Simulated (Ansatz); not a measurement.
Consider the ligand exchange at a Mg–S bond: `C[N](C)[Mg][SH]` + `CNC` → `C[N](C)[Mg][N](C)C` + H₂S.

Computed with Ansatz on PBE0-D4/def2-TZVP structures; ΔE is electronic, products minus reactants. CCSD(T)/CBS is the MP2 limit (def2-TZVPP, def2-QZVPP) plus CCSD(T) − MP2 in def2-TZVPP, frozen cores. This one scheme is used for every species. Functionals use def2-TZVPP. For Mg outer-core shells are correlated without core-valence functions, which leaves a few kJ/mol of doubt a bond. One conformer a species, not always the lowest.

| level | ΔE (eV) |
| --- | --- |
| CAM-B3LYP | 0.96 |
| MP2/def2-TZVPP | 0.90 |

Task: What does CCSD(T)/CBS give? (Estimate.)

Result: Ansatz gave: +0.92 eV. The listed levels differ from it by 0.04, -0.02 eV.

Largest T1 diagnostic among the species: 0.011.

From BLYP to BHLYP (50 % exact exchange), in def2-TZVPP and without D4, ΔE moves by +0.11 eV. Leaving LDA and LC-ωPBE aside and taking each functional with its dispersion term where it has one, the values, not all of them listed here, spread over 0.16 eV, from BLYP-D4 to r2SCAN0-D4. LDA lies −0.06 eV from PBE without D4.
